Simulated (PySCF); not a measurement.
Spinor energies of As(2+) (arsenic, charge +2)

Start: [Ar] 3d10 4s1 4p2; 4s1/2 filled at m_j = +1/2; 4p3/2 filled at m_j = +1/2, +3/2. Calculated with PySCF 2.14 in x2c-TZVPall-2c with one added diffuse shell each of s, p, d type (7s8p5d1f, 63 functions): generalised Hartree-Fock with the X2C-1e Hamiltonian and a Gaussian nucleus; one run each with spin-orbit coupling (SO) switched off, then screened by Boettger's factors. This is a chosen level, not necessarily the ground level.

```csv
spinor shell,electrons,"ε, spin-free (eV)","ε, screened SO (eV)",weight of nominal j (screened SO),"rms radius, screened SO (bohr)"
1s1/2,2,-11968.0,-11967.7,1.000,0.0524
2s1/2,2,-1595.3,-1595.2,1.000,0.219
2p1/2,2,-1396.8,-1421.8,1.000,0.194
2p3/2,4,-1396.8,-1384.7,1.000,0.197
3s1/2,2,-248.01,-248.04,1.000,0.639
3p1/2,2,-184.44,-188.07,0.996,0.659
3p3/2,4,-184.44,-182.75,0.998,0.669
3d3/2,4,-79.228,-79.756,0.948,0.744
3d5/2,6,-79.228,-78.933,0.965,0.745
4s1/2,1,-42.542,-42.547,0.999,1.95
4p3/2,2,-29.454,-29.401,0.812,2.27
```

```
   quantity    spin-free  screened SO
E (hartree)  -2257.71569  -2257.80586
        M_J          5/2          5/2
       ⟨J²⟩        8.755        8.754
       ⟨L²⟩        2.003        2.014
       ⟨S²⟩        3.751        3.747
```

Each row is a mean over spinors that exchange with the open shell spreads, by up to 1.120 eV (3s1/2).

Rows whose weight is well below 1 are mixtures of j = l ± 1/2: exchange outweighs spin-orbit coupling there, and the label is only the starting occupation.

Without spin-orbit coupling the j labels of p, d and f shells carry no meaning; the spin-free column gives the mean over the occupied spinors of each nl shell.
